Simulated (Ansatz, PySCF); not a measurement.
Pair of molecules: H2O (SMILES O) (first 3 atoms) with AsH3 (SMILES [AsH3]); geometry from B3LYP-D3(BJ)/def2-TZVP, rigid monomers moved along the line of their centres of mass till H3···As4 is 2.43 Å.
(charge 0, multiplicity 1):
```xyz
7

O     -0.0488     0.6324    -0.5999
H     -0.9101     0.3057    -0.8787
H     -0.0010     0.4395     0.3458
As     0.2072    -0.3758     2.6222
H     -0.2226     0.3141     3.9083
H      1.6215    -0.6193     3.1256
H     -0.2832    -1.7377     3.0918
```

Monomers are frozen at their geometry in the pair; levels with a basis set take the counterpoise correction.

Correlated levels freeze the cores. Filled d and f shells under p-block atoms count as core. CBS(a, b) extrapolates the correlation energy as X⁻³ and adds the Hartree–Fock energy of set b.

Codes used: Ansatz (Gaussian basis) for Hartree–Fock, density functionals and correlated methods; PySCF for the dispersion terms. 

PBE/def2-TZVPPD gives -76.1 meV for the interaction energy.

Task: How do the other levels lie against it? Give each less PBE: PBE-D3(BJ)/def2-TZVPPD, r2SCAN/def2-TZVPPD, PBE0/def2-TZVPPD, wB97M-V/def2-TZVPPD, MP2/CBS(aug-cc-pVDZ, aug-cc-pVTZ), CCSD(T)/CBS(aug-cc-pVDZ, aug-cc-pVTZ).

Result: PBE-D3(BJ)/def2-TZVPPD -29.2; r2SCAN/def2-TZVPPD 17.6; PBE0/def2-TZVPPD 11.4; wB97M-V/def2-TZVPPD 21.8; MP2/CBS(aug-cc-pVDZ, aug-cc-pVTZ) 16.2; CCSD(T)/CBS(aug-cc-pVDZ, aug-cc-pVTZ) 20.4 meV. 5 of 6 lie above PBE; the widest gap is to PBE-D3(BJ)/def2-TZVPPD.

Ansatz is a first-principles code.
